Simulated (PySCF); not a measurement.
Pb(Br)(OH) (BrHOPb), SMILES [OH][Pb][Br] (connectivity only; charge and spin as stated), neutral, multiplicity 1. Atoms are numbered in the order given.

```xyz
4

Pb     0.2447     0.6846     0.0000
Br    -0.1039    -1.9261     0.0000
O     -1.8046     1.1475     0.0000
H     -1.9948     2.0936     0.0000
```
Charge 0, spin multiplicity 1.

Geometry optimised at B3LYP-D3(BJ)/def2-TZVP. The def2 effective core potentials stand for the cores of Pb; spin–orbit coupling is left out. The values are those of a single conformer.

Level of theory: CAM-B3LYP/def2-TZVPD (PySCF).

Mulliken values depend strongly on the basis, most of all with diffuse functions as here. ESP charges are fitted to the potential on shells at 1.4 to 2.0 van der Waals radii. Atomic charges (e):

```
atom  Mulliken     ESP fit
----  --------  ----------
Pb1       0.87  (withheld)
Br2      -0.42  (withheld)
O3       -0.73  (withheld)
H4        0.28  (withheld)
```

**Question.** Complete the blanks. (An estimate is asked for; the answer gives what the named calculation found.)

**Answer.** 
- Pb1, ESP fit: 0.60
- Br2, ESP fit: -0.30
- O3, ESP fit: -0.64
- H4, ESP fit: 0.34
